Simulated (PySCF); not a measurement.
## Interval between two levels of Br²⁺ by level of theory

Br²⁺ [Ar] 3d10 4s2 4p3 [4S3/2, M_J = 3/2] → Br²⁺ [Ar] 3d10 4s1 4p4 [4P5/2, M_J = 5/2], as a difference of total energies. Calculation: PySCF 2.14, in x2c-TZVPall-2c with one added diffuse shell each of s, p, d type (7s8p5d1f, 63 functions); the two-component X2C-1e Hamiltonian. Correlated levels: [Ne] frozen. "Screened" scales the spin-orbit matrix elements by Boettger's factors to mimic the two-electron term; Breit and QED terms are absent.

```json
{"method": "GHF (spin-free)", "interval between two levels (cm⁻¹)": "106730"}
{"method": "GMP2 (spin-free)", "interval between two levels (cm⁻¹)": "106660"}
{"method": "GHF (screened spin-orbit)", "interval between two levels (cm⁻¹)": "105330"}
{"method": "GMP2 (screened spin-orbit)", "interval between two levels (cm⁻¹)": "105230"}
```

The labels give the starting determinants; with spin-orbit coupling the two ends relaxed to ⟨J²⟩ = 3.75, ⟨L²⟩ = 0.02, ⟨S²⟩ = 3.72 and ⟨J²⟩ = 8.76, ⟨L²⟩ = 2.02, ⟨S²⟩ = 3.75.
